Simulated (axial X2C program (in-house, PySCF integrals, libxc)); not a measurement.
## Levels of GaTe by electron attachment to GaTe⁺ (EOM-EA-CCSD)

Calculated with an axial X2C code built on PySCF integrals: two-component X2C with atomic mean-field Coulomb and Gaunt terms, Gaussian nuclei, basis Te dyall-acv3z, Ga dyall-acv3z with contracted cores.

R = 2.256 Å (0.920 times 2.452 Å, the PBE0 minimum at charge 0 for the lowest determinant).

Levels of GaTe obtained by attaching an electron to GaTe⁺:

| Ω | binding energy (eV) | above lowest (cm⁻¹) | attached spinor | one-particle weight |
| --- | --- | --- | --- | --- |
| 1/2 | 8.404 | 0 | 34% Ga pσ, 27% Te pσ, 13% Te pπ | 0.94 |
| 1/2 | 5.180 | 26006 | 58% Ga pπ, 18% Te dπ, 10% Ga dπ | 0.64 |
| 3/2 | 5.103 | 26626 | 57% Ga pπ, 19% Te dπ, 10% Ga dπ | 0.78 |

What is the splitting of the first π pair in the table, and is it regular or inverted?

E(3/2) − E(1/2) = 26626 − 26006 = 620 cm⁻¹ at EOM-EA-CCSD: regular, Ω = 1/2 lower. Splittings at this level can be off by ten to twenty per cent.

This point took 14 s on 1 thread of Arm Neoverse V2, on a shared host.

Reference electrons by ω block (each with its −ω partner): 1/2: 26, 3/2: 12, 5/2: 3. 8 electrons of GaTe⁺ correlated (inner shells frozen), 92 natural virtual spinors (a truncated set); levels can be off by some tenths of an eV. Roots sought by Ω: (1/2: 5, 3/2: 4, 5/2: 2, 7/2: 1); the list ends where they run out and leaves out roots under 60 % one-particle weight. The solver can skip a root, and states that need a further excitation, which the method places far too high, are missing though they may lie low or lowest. T1 of the reference 0.027 (Lee–Taylor). The reference was not checked to be the lowest state of its species. Number of frozen shells: Te 4 s, 3 p, 2 d; Ga 3 s, 2 p, 1 d. Large amplitudes in the reference (orbital relaxation or multireference character) lower the reliability.
